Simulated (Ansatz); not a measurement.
Start from `Cl[BH][GaH2]` and change one atom or group to get `CBCl`.

Ansatz, PBE0-D4/def2-TZVP geometries, multiplicity 1. 

Scalar relativity is left out up to krypton.

```
                                                                                  property  `Cl[BH][GaH2]`
                                                     LUMO energy (ωB97M-V/def2-TZVPP) / eV           -0.13
                                                        LUMO energy (PBE0/def2-TZVPP) / eV           -2.04
                                        size of the dipole moment (ωB97M-V/def2-TZVPP) / D            0.56
                                                       HOMO energy (B3LYP/def2-TZVPP) / eV           -7.19
ideal-gas entropy at 298 K and 1 bar (rigid rotor, harmonic PBE0-D4/def2-TZVP) / J/(mol·K)             313
                                                       HOMO–LUMO gap (PBE/def2-TZVPP) / eV            3.22
```

Question: Give the same properties after the change, and the shifts. (Best estimate.)

Answer: Ansatz gave: 
```csv
property,`CBCl`,shift
LUMO energy (ωB97M-V/def2-TZVPP) / eV,0.85,0.98
LUMO energy (PBE0/def2-TZVPP) / eV,-1.18,0.86
size of the dipole moment (ωB97M-V/def2-TZVPP) / D,1.32,0.76
HOMO energy (B3LYP/def2-TZVPP) / eV,-8.20,-1.01
"ideal-gas entropy at 298 K and 1 bar (rigid rotor, harmonic PBE0-D4/def2-TZVP) / J/(mol·K)",287,-26
HOMO–LUMO gap (PBE/def2-TZVPP) / eV,4.86,1.64
```

With PBE0 the HOMO falls by 1.05 eV and the LUMO rises by 0.86 eV, so the gap widens by about 1.91 eV. PBE moves the HOMO by -0.85 eV and ωB97M-V by -1.22 eV. The zero-point energy changes by 61.7 kJ/mol with +3 modes. Dipoles are sizes alone; their direction can turn. Modes under 60 cm⁻¹, often nearly free rotors, make the harmonic entropy too high.

B3LYP here is the variant with VWN-RPA as its local correlation; programs differ in this.
